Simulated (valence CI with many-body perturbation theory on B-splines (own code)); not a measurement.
# E1 transitions of N⁺

Method: relativistic CI+MBPT: four valence electrons over a frozen Dirac-Fock core [He], radial functions for each j: 11 s, 11 p, 10 d, 8 f, 5 g, 2 h, with the one-electron correlation potential Σ1 (screened to all orders), the two-electron term Σ2, the three-electron term Σ3, Breit, model QED; selected single and double excitations, second order for the rest, scaled by the run's own slope (own B-spline code, finite nucleus).

Against 39 measured levels this calculation errs by 76 cm⁻¹ on average and by 300 at most. These come from a selection out of the NIST Handbook of Basic Atomic Spectroscopic Data. Levels without a partner in it may be off by more. Among the levels kept, up to 1700 cm⁻¹ of a level comes from second order outside the variational space, and about a tenth of that is noise between levels of different J, which matters for small intervals.

Lines 101 to 150 of 505 in falling wavelength, among levels below 28.450 eV, chosen from the strongest by gf and those to the six lowest levels. Wavelengths and rates use the calculated energies, so an error of 80 cm⁻¹ moves a line at 23710 Å by 1.9 % and its rate by three times that or more. Electric multipoles are in the length gauge, E1 and E2 with the static RPA response of the core. Weak lines are less certain than strong ones. Lines between different terms over intervals too small for the method are left out, as are lines whose strength nearly cancels. Where a level lies close to another of its J and parity, the split of strength between their lines is uncertain. The highest levels of a list are the least certain.

Names give the largest LS component (configuration and term), which can be under half, so a name can repeat, a term be missing and a line seem to break the LS rules; names also repeat where a configuration has a term twice. Letters in brackets count levels of one name in rising energy.

```tsv
λ vac (Å)	Upper	Lower	A (s⁻¹)	log gf	Branch %
23710	2s²2p6p ³P_0	2s²2p5d ³D°_1	5.06e+06	-0.37	11.1
23590	2s²2p6p ³P_1	2s²2p5d ³D°_2	3.12e+06	-0.11	6.8
23560	2s²2p6p ¹S_0	2s²2p5d ¹P°_1	7.34e+06	-0.21	18.3
23420	2s²2p6p ³P_2	2s²2p5d ³D°_3	2.51e+06	0.01	6.1
23220	2s²2p4p ¹P_1	2s²2p4s ¹P°_1	3.94e+06	-0.02	4.0
23110	2s²2p5p ¹S_0	2s²2p5s ¹P°_1	6.62e+06	-0.28	11.1
23090	2s²2p6p ¹D_2	2s²2p5d ³D°_3	1.13e+06	-0.34	3.0
22750	2s²2p5d ¹P°_1	2s²2p5p ¹P_1	3.26e+06	-0.12	0.5
22550	2s²2p4d ¹P°_1	2s²2p4p ¹S_0	4.44e+06	0.01	0.4
21750	2s²2p4d ¹D°_2	2s²2p4p ¹D_2	1.63e+06	-0.24	0.1
21600	2s²2p6s ³P°_1	2s²2p5p ³P_2	1.96e+06	-0.39	1.5
21150	2s²2p6s ¹P°_1	2s²2p5p ¹D_2	9.36e+06	0.27	3.7
20850	2s²2p6s ³P°_2	2s²2p5p ³P_2	4.50e+06	0.17	3.5
20600	2s²2p6s ³P°_2	2s²2p5p ³P_1	1.80e+06	-0.24	1.4
20460	2s²2p6d ³F°_4	2s²2p5f ³G_5	1.35e+06	-0.12	7.1
19310	2s²2p6g ³F°_4 [a]	2s²2p5f ³D_3	1.44e+06	-0.14	3.7
19300	2s²2p6g ³G°_3 [a]	2s²2p5f ¹D_2	1.40e+06	-0.26	3.5
19080	2s²2p6g ³H°_4 [a]	2s²2p5f ³G_3	1.58e+06	-0.11	4.0
19070	2s²2p6g ³G°_5 [a]	2s²2p5f ³G_4	1.73e+06	0.02	4.4
18800	2s²2p6f ³F_4 [a]	2s²2p5d ¹F°_3	1.46e+06	-0.16	1.9
18800	2s²2p6g ³F°_3	2s²2p5f ³D_2	1.49e+07	0.74	38.1
18740	2s²2p6h ³G_4	2s²2p5g ³F°_3	2.37e+07	1.05	90.9
18730	2s²2p6g ³F°_2	2s²2p5f ³D_1	1.34e+07	0.55	34.1
18720	2s²2p6g ³H°_4 [b]	2s²2p5f ¹G_4	1.25e+06	-0.23	3.2
18700	2s²2p6h ³H_6	2s²2p5g ³H°_6	1.40e+06	-0.02	5.3
18690	2s²2p6h ¹H_5	2s²2p5g ¹H°_5	1.40e+06	-0.09	5.3
18690	2s²2p6h ³H_4 [b]	2s²2p5g ¹F°_3	2.23e+07	1.02	85.7
18690	2s²2p6g ³G°_5 [b]	2s²2p5f ³G_5	1.41e+06	-0.09	3.5
18690	2s²2p6h ³G_3	2s²2p5g ³F°_2	2.29e+07	0.92	87.2
18680	2s²2p6g ³F°_4 [b]	2s²2p5f ³D_3	1.36e+07	0.81	34.5
18680	2s²2p6g ³G°_3 [b]	2s²2p5f ¹D_2	1.29e+07	0.68	32.7
18680	2s²2p6h ¹I_6	2s²2p5g ¹H°_5	2.58e+07	1.24	98.7
18680	2s²2p6g ¹H°_5	2s²2p5f ¹G_4	1.68e+07	0.99	42.9
18660	2s²2p6h ³G_5 [b]	2s²2p5g ³F°_4 [b]	2.33e+07	1.13	88.9
18660	2s²2p6h ³H_4 [a]	2s²2p5g ³G°_3	2.35e+07	1.04	90.2
18650	2s²2p6h ³I_5	2s²2p5g ³H°_4 [a]	2.52e+07	1.16	96.4
18650	2s²2p6h ³I_7	2s²2p5g ³H°_6	2.63e+07	1.31	100.0
18650	2s²2p6h ³G_3	2s²2p5g ³F°_3	1.22e+06	-0.35	4.6
18640	2s²2p6h ³G_5 [a]	2s²2p5g ³F°_4 [a]	2.49e+07	1.15	95.4
18620	2s²2p6g ³H°_6	2s²2p5f ³G_5	1.74e+07	1.07	44.1
18620	2s²2p6h ³I_6	2s²2p5g ³G°_5 [a]	2.58e+07	1.24	98.3
18610	2s²2p6h ¹H_5	2s²2p5g ³H°_4 [b]	2.39e+07	1.14	91.2
18580	2s²2p6h ³H_6	2s²2p5g ³G°_5 [b]	2.45e+07	1.22	93.0
18560	2s²2p6h ³G_4	2s²2p5g ³F°_4 [b]	1.89e+06	-0.06	7.3
18560	2s²2p6g ³F°_2	2s²2p5f ¹D_2	2.08e+06	-0.27	5.3
18550	2s²2p6h ³H_4 [b]	2s²2p5g ³H°_4 [b]	2.09e+06	-0.01	8.0
18540	2s²2p6g ³F°_3	2s²2p5f ³D_3	1.81e+06	-0.18	4.6
18530	2s²2p6h ³G_3	2s²2p5g ¹F°_3	1.92e+06	-0.16	7.3
18530	2s²2p6h ³G_5 [b]	2s²2p5g ³G°_5 [b]	2.12e+06	0.08	8.1
18530	2s²2p6g ³H°_4 [a]	2s²2p5f ³F_3	1.52e+07	0.85	38.6
```
